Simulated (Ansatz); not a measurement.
Consider the formal exchange of groups at the Si–C bond: `N[SiH2]C[SeH]` + `C[SiH2]N` → `C[SiH](N)[SiH2]N` + `C[SeH]`.

Calculated with Ansatz (gas phase, PBE0-D4/def2-TZVP geometries, no zero-point term in ΔE). CCSD(T)/CBS is the MP2 limit (def2-TZVPP, def2-QZVPP) plus CCSD(T) − MP2 in def2-TZVPP, frozen cores. Functionals use def2-TZVPP. B3LYP here is the variant with VWN-RPA as its local correlation; programs differ in this. For Se outer-core shells are correlated without core-valence functions, which leaves a few kJ/mol of doubt a bond. Scalar relativity is left out up to krypton. One conformer a species, not always the lowest.

```tsv
level	ΔE (kcal/mol)	difference from CCSD(T)/CBS
r2SCAN-D4	3.0	-1.6
PBE	0.9	-3.7
r2SCAN	3.2	-1.4
B3LYP	3.1	-1.5
MP2/def2-TZVPP	5.9	1.3
SCS-MP2/def2-TZVPP	5.6	1.0
CCSD(T)/def2-TZVPP	4.2	-0.4
MP2/def2-QZVPP	6.2	1.6
SCS-MP2/def2-QZVPP	5.9	1.3
HF/CBS(def2)	5.6	1.0
CCSD(T)/CBS	4.6	0
```

Largest T1 diagnostic among the species: 0.011.

From PBE to PBE0 (25 % exact exchange), in def2-TZVPP and without D4, ΔE moves by +1.0 kcal/mol.
